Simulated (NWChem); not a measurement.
Molecule: CBr₂Cl₂; SMILES ClC(Cl)(Br)Br

Computed with NWChem. Structure relaxed at the PBE0/def2-SVP level.

Task: Predict the results for B3LYP/3-21G. Quantities: highest occupied level (eV); orbital gap (eV); dipole (D).

Result: 
| Item | Result |
|---|---|
| highest occupied level (eV) | -7.85 |
| orbital gap (eV) | 5.59 |
| dipole (D) | 0.70 |
